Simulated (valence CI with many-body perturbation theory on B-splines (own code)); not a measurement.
**Level structure of La36+**

Calculated by configuration interaction combined with many-body perturbation theory (CI+MBPT): three valence electrons over a frozen Dirac-Fock core [Ar], a basis of 7 s, 7 p, 8 d, 6 f, 4 g, 1 h functions for each j, with the one-electron correlation potential Σ1 (screened to all orders), the two-electron term Σ2, the three-electron term Σ3, Breit, model QED; selected single and double excitations, second order for the rest, scaled by the run's own slope (own B-spline code, finite nucleus).

The last digits are not significant, and no measured levels were compared; by estimate large intervals hold to a few tenths of a per cent, small ones and those within an open d or f shell to about a per cent. Only levels of the ground parity were solved; by the run's estimate the other parity begins above the list, which can be wrong where configurations are misplaced.

Levels 1 to 19 of 19, with energies above the lowest level, (3d3/2^3) J=3/2. "Leading %" is the weight of the configuration and term that name the level; weights of strongly mixed levels are sums over their largest components and can fall short. In the jj column 3d3/2^4 stands for four electrons in 3d with j = 3/2.

```csv
No.,Configuration,Term,J,E (cm⁻¹),Leading %,Second component,g,Leading jj
1,3d³,⁴F,3/2,0,60,30 % 3d³ ²D,0.619,3d3/2^3 (92 %)
2,3d³,⁴F,5/2,123930,88,10 % 3d³ ²D,1.043,3d3/2^2 3d5/2 (96 %)
3,3d³,⁴P,3/2,168140,41,31 % 3d³ ²P,1.249,3d3/2^2 3d5/2 (94 %)
4,3d³,⁴F,7/2,174010,53,38 % 3d³ ²G,1.092,3d3/2^2 3d5/2 (86 %)
5,3d³,²G,9/2,185380,43,34 % 3d³ ²H,1.085,3d3/2^2 3d5/2 (94 %)
6,3d³,⁴P,1/2,194300,63,37 % 3d³ ²P,1.917,3d3/2^2 3d5/2 (99 %)
7,3d³,⁴P,5/2,293710,68,21 % 3d³ ²D,1.427,3d3/2^2 3d5/2 (68 %)
8,3d³,²G,7/2,305940,52,46 % 3d³ ⁴F,1.050,3d3/2 3d5/2^2 (91 %)
9,3d³,⁴F,9/2,324170,53,46 % 3d³ ²H,1.130,3d3/2 3d5/2^2 (88 %)
10,3d³,⁴P,3/2,354370,42,41 % 3d³ ²D,1.147,3d3/2 3d5/2^2 (98 %)
11,3d³,²P,1/2,369560,63,37 % 3d³ ⁴P,1.408,3d3/2 3d5/2^2 (99 %)
12,3d³,²H,11/2,382870,100,,1.085,3d3/2 3d5/2^2 (100 %)
13,3d³,²D,5/2,400680,78,11 % 3d³ ²F,1.158,3d3/2 3d5/2^2 (69 %)
14,3d³,²F,5/2,422070,56,23 % 3d³ ²D,1.080,3d3/2 3d5/2^2 (91 %)
15,3d³,²F,7/2,439660,88,11 % 3d³ ²G,1.110,3d3/2 3d5/2^2 (95 %)
16,3d³,²G,9/2,498910,56,25 % 3d³ ⁴F,1.121,3d5/2^3 (93 %)
17,3d³,²P,3/2,507890,47,40 % 3d³ ²D,1.122,3d3/2 3d5/2^2 (51 %)
18,3d³,²D,3/2,608140,84,11 % 3d³ ²P,0.898,3d5/2^3 (52 %)
19,3d³,²D,5/2,648190,68,22 % 3d³ ²F,1.149,3d5/2^3 (87 %)
```

The ionisation energy to 3d² ³F2 of the next ion comes out as 2473.8 eV (NIST: 2473 ± 5 eV (theoretical)). All 19 levels together are meant to be complete up to 674110 cm⁻¹.
